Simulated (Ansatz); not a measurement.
The multiplicity is imposed and other spin states were not computed.

Species: [Zn(CH3)2] (charge 0, multiplicity 1).

Task: Give a relaxed geometry from PBE-D3(BJ)/def2-SVP (Ansatz, a first-principles code).

Result: Several could match; the one computed here: the end point of this relaxation, one of several conformers.
Cartesian coordinates (Å) in one orientation:
```xyz
9

Zn     0.000     0.000     0.000
C     -1.702     0.843     0.427
H     -2.038     1.517    -0.389
H     -1.633     1.451     1.353
H     -2.501     0.088     0.584
C      1.702    -0.843    -0.427
H      1.601    -1.557    -1.271
H      2.105    -1.407     0.440
H      2.466    -0.091    -0.718
```
